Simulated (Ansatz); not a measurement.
Basis sets compared for Be₁₀O₁₀ (started as a model of: (BeO)10 cage of four- and six-membered rings). The state is a singlet with charge 0. Geometry PBE-D4/def2-SVP. Ansatz on 4 threads of Arm Neoverse V1 on a shared host; times are rough, and most runs start from earlier orbitals.

```xyz
20

Be   -2.324    0.105   -2.469
O    -2.255   -1.246   -1.604
Be   -0.677   -1.057   -1.983
O    -0.792    0.278   -2.916
Be   -0.868    1.366   -1.700
O    -2.449    1.217   -1.316
Be   -2.307   -0.134   -0.409
O    -1.353   -0.201    0.806
Be   -0.193   -1.304    0.564
O     0.438   -1.215   -0.923
Be    1.230    0.180   -0.713
O     0.228    1.447   -0.612
Be   -0.382    1.094    0.845
O     0.581    1.216    2.059
Be    0.924   -0.242    2.695
O     0.799   -1.551    1.736
O     2.441    0.162    0.262
Be    2.132    1.017    1.612
O     2.534   -0.115    2.692
Be    2.293   -1.017    1.374
```

Binding counts from free atoms (Be singlet, O triplet) in the same basis, without a counterpoise term.

```csv
level,functions,energy (Eh),HOMO (eV),LUMO (eV),binding per atom (eV),wall time
HF/STO-3G,100,-884.6481,-9.13,4.52,4.20,1.1 s
HF/6-31G,180,-896.1489,-12.67,1.56,3.64,2.9 s
PBE-D4/def2-SVP,230,-899.2658,-7.15,-2.26,5.44,8 s
PBE0-D4/def2-SVP,230,-899.2934,-8.78,-1.40,5.25,12 s
```

Task: Estimate the rows for PBE-D4/def2-TZVP (with forces), PBE0-D4/def2-TZVP.

Result: 
```csv
level,functions,energy (Eh),HOMO (eV),LUMO (eV),binding per atom (eV),wall time
PBE-D4/def2-TZVP (with forces),500,-900.3557,-6.78,-2.18,5.41,20 s
PBE0-D4/def2-TZVP,500,-900.3912,-8.35,-1.37,5.24,44 s
```
